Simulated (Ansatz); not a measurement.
Molecule: sum formula CrOH (charge 0, sextet). The spin state was set by rule; other spins were not relaxed. 
Structure (B3LYP-D3(BJ)/def2-TZVP (Ansatz, a program for electronic structure) minimum search):
SMILES: [OH][Cr]
```xyz
3

Cr    -0.3715    -0.1885    -0.3020
O      0.9809     0.3984     0.7834
H      1.0690     1.3366     0.9803
```
Charge 0, spin multiplicity 6.

Basis-set convergence of Hartree-Fock and MP2 correlation energies (hartree) with Ansatz. Valence correlation only, unless marked. UHF or UKS for open shells. Spin-orbit coupling is left out. Frozen are the shells of the preceding noble gas and the d and f shells that filled before the atom's block. Non-relativistic.

The T1 diagnostic of CCSD in the largest basis is 0.074, which is high, so the coupled-cluster rows are less sure than usual.

```
basis        functions        E(HF)  E(corr, MP2)
-----------  ---------  -----------  ------------
def2-SVPD           65  -1118.60759      -0.26543
def2-TZVPPD        124  -1118.83723      -0.34358
def2-QZVPPD        192  -1118.86213      -0.37050
```

Extrapolating the two largest sets (X = 3 and 4) as X^-3: E(corr) = (64·(-0.37050) - 27·(-0.34358))/37 = -0.3901 Eh, an estimate of the basis-set limit. The largest set recovers 95.0 % of it, the smallest 68.0 %.
